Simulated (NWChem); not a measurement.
System: C₄H₉Cl; SMILES CCCCCl

The following NWChem deck was run.

```
start job
memory heap 200 mb stack 900 mb global 1100 mb
geometry units angstroms noautoz
  C     -0.460379     2.713995     0.158307
  C     -0.308837     1.306565    -0.396517
  C      0.779234     0.502313     0.301489
  C      0.958312    -0.907600    -0.220459
  Cl    -0.493325    -1.927831     0.052411
  H      0.471630     3.293177     0.053956
  H     -0.717807     2.695965     1.229651
  H     -1.254977     3.268737    -0.363105
  H     -1.262942     0.761489    -0.306746
  H     -0.086876     1.352848    -1.477795
  H      0.578429     0.459205     1.385970
  H      1.752285     1.015469     0.188926
  H      1.791980    -1.417963     0.280565
  H      1.146264    -0.917308    -1.304147
end
basis spherical
  * library def2-svp
end
dft
  xc b3lyp
  iterations 150
  mulliken
end
task dft energy
```

Output (shortened):

```
             Northwest Computational Chemistry Package (NWChem) 7.3.0
             --------------------------------------------------------

 C1  symmetry detected

                             Geometry "geometry" -> ""
                             -------------------------

 Output coordinates in angstroms (scale by  1.889725989 to convert to a.u.)

  No.       Tag          Charge          X              Y              Z
 ---- ---------------- ---------- -------------- -------------- --------------
    1 C                    6.0000    -0.45665965     2.72604615     0.15608187
    2 C                    6.0000    -0.30874356     1.31606090    -0.39320519
    3 C                    6.0000     0.78446481     0.51531127     0.30078880
    4 C                    6.0000     0.96015111    -0.89699722    -0.21580810
    5 Cl                  17.0000    -0.48926309    -1.91623194     0.07218214
    6 H                    1.0000     0.47444507     3.30492150     0.04237600
    7 H                    1.0000    -0.70644082     2.71298751     1.22930648
    8 H                    1.0000    -1.25508486     3.27817607    -0.36224706
    9 H                    1.0000    -1.26205569     0.77121833    -0.29408115
   10 H                    1.0000    -0.09450596     1.35731845    -1.47624304
   11 H                    1.0000     0.59140475     0.47724799     1.38686384
   12 H                    1.0000     1.75656755     1.02813116     0.17888815
   13 H                    1.0000     1.79748953    -1.40483631     0.28164704
   14 H                    1.0000     1.14037662    -0.91174825    -1.30075098

 Effective nuclear repulsion energy (a.u.)     224.5805726055

                                 NWChem DFT Module
                                 -----------------

 Summary of "ao basis" -> "ao basis" (spherical)
 ------------------------------------------------------------------------------
       Tag                 Description            Shells   Functions and Types
 ---------------- ------------------------------  ------  ---------------------
 C                          def2-svp                 6       14   3s2p1d
 Cl                         def2-svp                 8       18   4s3p1d
 H                          def2-svp                 3        5   2s1p

            General Information
            -------------------
          SCF calculation type: DFT
          Wavefunction type:  closed shell.
          No. of atoms     :    14
          No. of electrons :    50
           Alpha electrons :    25
            Beta electrons :    25
          Charge           :     0
          Spin multiplicity:     1
          Use of symmetry is: off; symmetry adaption is: off
          Maximum number of iterations: 150
          AO basis - number of functions:   119
                     number of shells:    59
          Convergence on energy requested:  1.00D-06
          Convergence on density requested:  1.00D-05
          Convergence on gradient requested:  5.00D-04

              XC Information
              --------------
                         B3LYP Method XC Potential
                     Hartree-Fock (Exact) Exchange  0.200
                        Slater Exchange Functional  0.800 local
                    Becke 1988 Exchange Functional  0.720 non-local
              Lee-Yang-Parr Correlation Functional  0.810
                  VWN I RPA Correlation Functional  0.190 local

             Grid Information
             ----------------
          Grid used for XC integration:  medium
          Radial quadrature: Mura-Knowles
          Angular quadrature: Lebedev.
          Tag              B.-S. Rad. Rad. Pts. Rad. Cut. Ang. Pts.
          ---              ---------- --------- --------- ---------
          C                   0.70       49          12.0       434
          Cl                  1.00       88          13.0       590
          H                   0.35       45          13.0       434
          Grid pruning is: on
          Number of quadrature shells:   689
          Spatial weights used:  Erf1

      Superposition of Atomic Density Guess
      -------------------------------------

 Sum of atomic energies:        -614.31627238

      Non-variational initial energy
      ------------------------------

 Total energy =    -617.453909
 1-e energy   =   -1286.929878
 2-e energy   =     444.895397
 HOMO         =      -0.359532
 LUMO         =       0.081556

     ---------------------------------------------
      Total Density - Mulliken Population Analysis
     ---------------------------------------------

    Atom       Charge   Shell Charges
 -----------   ------   -------------------------------------------------------
    1 C    6     6.25   1.99  0.96  0.18  2.05  1.04  0.03
    2 C    6     6.23   1.99  0.96  0.21  2.01  1.02  0.04
    3 C    6     6.21   1.99  0.97  0.20  2.01  1.01  0.03
    4 C    6     5.88   1.99  0.95  0.20  1.78  0.92  0.04
    5 Cl  17    17.30   2.00  1.99  1.22  0.72  5.94  2.14  3.26  0.02
    6 H    1     0.90   0.67  0.20  0.02
    7 H    1     0.90   0.67  0.20  0.02
    8 H    1     0.89   0.67  0.20  0.02
    9 H    1     0.91   0.68  0.20  0.02
   10 H    1     0.91   0.68  0.20  0.02
   11 H    1     0.91   0.68  0.21  0.02
   12 H    1     0.90   0.67  0.20  0.02
   13 H    1     0.90   0.68  0.19  0.02
   14 H    1     0.91   0.69  0.20  0.02

   convergence    iter        energy       DeltaE   RMS-Dens  Diis-err
 ---------------- ----- ----------------- --------- --------- ---------
 d= 0,ls=0.0,diis     1   -617.7523266151 -8.42D+02  7.68D-03  4.70D-01
 d= 0,ls=0.0,diis     2   -617.7728215749 -2.05D-02  4.71D-03  2.71D-01
 d= 0,ls=0.0,diis     3   -617.7997448461 -2.69D-02  1.55D-03  6.22D-02
 d= 0,ls=0.0,diis     4   -617.8078668334 -8.12D-03  1.75D-04  4.21D-04
 d= 0,ls=0.0,diis     5   -617.8079118360 -4.50D-05  4.94D-05  5.03D-05
  Resetting Diis
 d= 0,ls=0.0,diis     6   -617.8079177428 -5.91D-06  1.37D-05  3.48D-06
 d= 0,ls=0.0,diis     7   -617.8079181903 -4.47D-07  3.76D-06  8.82D-08

         Total DFT energy =     -617.807918190257
      One electron energy =    -1292.002720982081
           Coulomb energy =      502.938515409442
    Exchange-Corr. energy =      -53.324285223103
 Nuclear repulsion energy =      224.580572605484

 Numeric. integr. density =       49.999993931598

                       DFT Final Molecular Orbital Analysis
                       ------------------------------------

 Vector   23  Occ=2.000000D+00  E=-3.316479D-01
              MO Center= -3.1D-02,  1.2D+00, -9.6D-02, r^2= 3.3D+00
   Bfn.  Coefficient  Atom+Function         Bfn.  Coefficient  Atom+Function
  ----- ------------  ---------------      ----- ------------  ---------------
    90      0.259999   9 H  s                95     -0.258108  10 H  s
    20      0.204852   2 C  pz              105      0.199798  12 H  s
    18     -0.194521   2 C  px              100     -0.191911  11 H  s
    80     -0.168234   7 H  s                75      0.167227   6 H  s
    96     -0.161962  10 H  s                91      0.152277   9 H  s

 Vector   24  Occ=2.000000D+00  E=-2.872359D-01
              MO Center= -2.9D-01, -1.6D+00,  3.9D-02, r^2= 2.0D+00
   Bfn.  Coefficient  Atom+Function         Bfn.  Coefficient  Atom+Function
  ----- ------------  ---------------      ----- ------------  ---------------
    68      0.432214   5 Cl py               69      0.399050   5 Cl pz
    65      0.310567   5 Cl py               66      0.291782   5 Cl pz
    67     -0.202904   5 Cl px               62      0.180296   5 Cl py
    63      0.169326   5 Cl pz               33      0.161218   3 C  py
    64     -0.156191   5 Cl px               31     -0.131353   3 C  s

 Vector   25  Occ=2.000000D+00  E=-2.839964D-01
              MO Center= -2.4D-01, -1.6D+00,  2.2D-02, r^2= 2.2D+00
   Bfn.  Coefficient  Atom+Function         Bfn.  Coefficient  Atom+Function
  ----- ------------  ---------------      ----- ------------  ---------------
    69      0.466064   5 Cl pz               66      0.338070   5 Cl pz
    67      0.297103   5 Cl px               68     -0.273563   5 Cl py
    64      0.218854   5 Cl px               65     -0.198910   5 Cl py
    63      0.196152   5 Cl pz              110     -0.176713  13 H  s
   115      0.131779  14 H  s                48     -0.126503   4 C  pz

 Vector   26  Occ=0.000000D+00  E= 4.431774D-02
              MO Center=  7.1D-01, -9.0D-01, -1.5D-01, r^2= 4.6D+00
   Bfn.  Coefficient  Atom+Function         Bfn.  Coefficient  Atom+Function
  ----- ------------  ---------------      ----- ------------  ---------------
    45      1.636216   4 C  s               111     -0.742956  13 H  s
   116     -0.738492  14 H  s                31      0.638462   3 C  s
    67     -0.593738   5 Cl px               60     -0.565471   5 Cl s
   101     -0.540181  11 H  s                50     -0.421232   4 C  py
   106     -0.387083  12 H  s                68     -0.363127   5 Cl py

 Vector   27  Occ=0.000000D+00  E= 5.837254D-02
              MO Center=  4.0D-01,  1.3D+00, -9.3D-02, r^2= 7.4D+00
   Bfn.  Coefficient  Atom+Function         Bfn.  Coefficient  Atom+Function
  ----- ------------  ---------------      ----- ------------  ---------------
     3      1.384733   1 C  s                31      0.916820   3 C  s
   106     -0.866625  12 H  s                17      0.842900   2 C  s
    76     -0.836504   6 H  s                96     -0.643467  10 H  s
    86     -0.609754   8 H  s                81     -0.553458   7 H  s
    49      0.402574   4 C  px               91     -0.363860   9 H  s

[...]
```

Level: B3LYP/def2-SVP. Coordinates come from a PBE0/def2-SVP optimisation.
